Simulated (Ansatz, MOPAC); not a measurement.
System: MgBr (charge 0, doublet). SMILES: [Mg][Br]

Atoms: Mg1, Br2. Bonds: Mg1-Br2.

Bond lengths (Å) and angles (degrees) optimised at AM1 with MOPAC; PM3 with MOPAC; PM7 with MOPAC; MNDO with MOPAC; HF/3-21G with Ansatz (an electronic-structure program); MP2/6-31G* with LANL2DZ past Ar with Ansatz, each started from the B3LYP-D3(BJ)/def2-TZVP structure (Ansatz) of the last column. A row stands for all coordinates that are equal there. 6-31G* holds six Cartesian d functions.

```tsv
coordinate	AM1	PM3	PM7	MNDO	HF/3-21G	MP2/6-31G* with LANL2DZ past Ar	B3LYP-D3(BJ)/def2-TZVP
Mg1-Br2	2.319	2.355	2.456	2.335	2.435	2.399	2.382
```

Mean signed difference of all 1 bond lengths from B3LYP-D3(BJ)/def2-TZVP: AM1 -0.063 Å, PM3 -0.028 Å, PM7 0.073 Å, MNDO -0.048 Å, HF/3-21G 0.053 Å, MP2/6-31G* with LANL2DZ past Ar 0.017 Å.
